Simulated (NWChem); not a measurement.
System: PbNH3S, singlet; SMILES [NH2][Pb][SH]

NWChem input:

```
start job
memory heap 200 mb stack 900 mb global 1100 mb
geometry units angstroms noautoz
  Pb    -0.271425    -0.369913     0.001137
  N      1.824485    -0.868682     0.000025
  H      2.186594    -1.826621    -0.000933
  H      2.588852    -0.186429     0.000015
  S      0.241104     2.170837     0.002517
  H     -1.084568     2.489063     0.003403
end
basis spherical
  Pb library def2-svp
  N library def2-svp
  H library def2-svp
  S library def2-svp
end
ecp
  Pb library def2-ecp
end
dft
  xc mpw1k
  iterations 150
  mulliken
end
task dft energy
```

Parts of the log:

```
             Northwest Computational Chemistry Package (NWChem) 7.3.0
             --------------------------------------------------------

 CS  symmetry detected

                             Geometry "geometry" -> ""
                             -------------------------

 Output coordinates in angstroms (scale by  1.889725989 to convert to a.u.)

  No.       Tag          Charge          X              Y              Z
 ---- ---------------- ---------- -------------- -------------- --------------
    1 Pb                  82.0000    -0.23353111    -0.37206369     0.00000000
    2 N                    7.0000     1.88647816    -0.75569269     0.00000000
    3 H                    1.0000     2.30033289    -1.69243982     0.00000000
    4 H                    1.0000     2.61246774    -0.03273683     0.00000000
    5 S                   16.0000     0.13955695     2.19287369     0.00000000
    6 H                    1.0000    -1.20150825     2.43826915     0.00000000

 Effective nuclear repulsion energy (a.u.)     490.3213858973

      Symmetry information
      --------------------

 Group name             Cs
 Group number              2
 Group order               2
 No. of unique centers     6

                                 NWChem DFT Module
                                 -----------------

 Summary of "ao basis" -> "ao basis" (spherical)
 ------------------------------------------------------------------------------
       Tag                 Description            Shells   Functions and Types
 ---------------- ------------------------------  ------  ---------------------
 Pb                         def2-svp                10       26   4s4p2d
 N                          def2-svp                 6       14   3s2p1d
 H                          def2-svp                 3        5   2s1p
 S                          def2-svp                 8       18   4s3p1d

      Symmetry analysis of basis
      --------------------------

        a'         53
        a"         20

            General Information
            -------------------
          SCF calculation type: DFT
          Wavefunction type:  closed shell.
          No. of atoms     :     6
          No. of electrons :    48
           Alpha electrons :    24
            Beta electrons :    24
          Charge           :     0
          Spin multiplicity:     1
          Use of symmetry is: on ; symmetry adaption is: on
          Maximum number of iterations: 150
          AO basis - number of functions:    73
                     number of shells:    33
          Convergence on energy requested:  1.00D-06
          Convergence on density requested:  1.00D-05
          Convergence on gradient requested:  5.00D-04

              XC Information
              --------------
                        MPW1K Method XC Functional
                     Hartree-Fock (Exact) Exchange  0.428
                        mPW91  Exchange Functional  0.572
                Perdew 1991 Correlation Functional  1.000 non-local
            Perdew 1991 LDA Correlation Functional  1.000 local

             Grid Information
             ----------------
          Grid used for XC integration:  medium
          Radial quadrature: Mura-Knowles
          Angular quadrature: Lebedev.
          Tag              B.-S. Rad. Rad. Pts. Rad. Cut. Ang. Pts.
          ---              ---------- --------- --------- ---------
          Pb                  1.80      123          10.0       590
          N                   0.65       49          11.0       434
          H                   0.35       45          13.0       434
          S                   1.00       88          11.0       590
          Grid pruning is: on
          Number of quadrature shells:   395
          Spatial weights used:  Erf1

      Superposition of Atomic Density Guess
      -------------------------------------

 Sum of atomic energies:        -672.44943034

      Non-variational initial energy
      ------------------------------

 Total energy =    -645.332492
 1-e energy   =   -1275.782904
 2-e energy   =     472.159104
 HOMO         =      -0.283981
 LUMO         =      -0.034429

      Symmetry analysis of molecular orbitals - initial
      -------------------------------------------------

  Numbering of irreducible representations:

     1 a'          2 a"

  Orbital symmetries:

     1 a'          2 a'          3 a'          4 a'          5 a'
     6 a"          7 a'          8 a'          9 a'         10 a"
    11 a'         12 a'         13 a'         14 a"         15 a'
    16 a"         17 a'         18 a'         19 a'         20 a'
    21 a'         22 a"         23 a"         24 a'         25 a"
    26 a'         27 a'         28 a'         29 a'         30 a'
    31 a'         32 a'         33 a"         34 a'

     ---------------------------------------------
      Total Density - Mulliken Population Analysis
     ---------------------------------------------

    Atom       Charge   Shell Charges
 -----------   ------   -------------------------------------------------------
    1 Pb  22    20.88   2.99 -0.94  1.20  0.68  3.37  2.62  0.55  0.35  9.74  0.32
    2 N    7     8.04   1.99  1.05  0.53  2.59  1.88  0.01
    3 H    1     0.77   0.59  0.13  0.04
    4 H    1     0.77   0.59  0.14  0.04
    5 S   16    16.74   2.00  1.99  1.22  0.67  5.94  1.85  3.06  0.02
    6 H    1     0.80   0.57  0.20  0.03

[...]
```

Level: MPW1K/def2-SVP with def2 effective core potentials on Pb. Low-valent species are run as closed-shell singlets; no triplet was tried in these runs. Coordinates come from a PBE-D3(BJ)/def2-SVP optimisation. def2 effective core potentials on Pb; no spin-orbit coupling.
